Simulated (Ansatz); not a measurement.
CH4InNS2, SMILES `[NH2][In]1[CH2]S[S]1`, charge 0, multiplicity 1.

(1) Give a relaxed structure at PBE0-D4/def2-TZVP (the Gaussian-basis code of Ansatz). (Best estimate.)

Results:

(1) The calculation gave: 
Cartesian coordinates in Å:
```
N -2.202 0.560 0.741
In -0.312 0.311 0.118
C 1.248 -1.042 -0.505
S 2.427 0.226 -1.027
S 1.242 1.947 -0.743
H -2.427 1.475 1.106
H -2.578 -0.144 1.359
H 0.939 -1.673 -1.341
H 1.662 -1.661 0.291
```
This is one stationary point; other conformers may exist.
